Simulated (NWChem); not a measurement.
# SbBrCl2; SMILES [Cl][Sb]([Cl])[Br]

This build's default masses of Se (78.918 u) and Br (79.917 u) are each other's, which moves their modes by up to 0.6 %. def2 effective core potentials on Sb; no spin-orbit coupling.

**Question.** Give the equilibrium geometry at PBE-D3(BJ)/def2-SVP with def2 effective core potentials on Sb (NWChem) as a list of bonds and angles, with the point group.

**Answer.** point group Cs; any orientation.
Bond lengths (Å): Sb1–Cl2 2.391, Sb1–Cl3 2.391, Sb1–Br4 2.542. Angles (°): Cl2–Sb1–Cl3 98.8, Cl2–Sb1–Br4 99.0, Cl3–Sb1–Br4 99.0.
